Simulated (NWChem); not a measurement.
Species: C$_{4}$H$_{5}$N; SMILES N#C/C=C/C

Computed with NWChem. The geometry was optimised at PBE0/def2-SVP.

**Question.** What does the run give for B3LYP/def2-TZVP? Quantities: highest occupied level (eV); orbital gap (eV); dipole (D).

**Answer.** 
```yaml
highest occupied level (eV): -7.71
orbital gap (eV): 6.10
dipole (D): 4.82
```
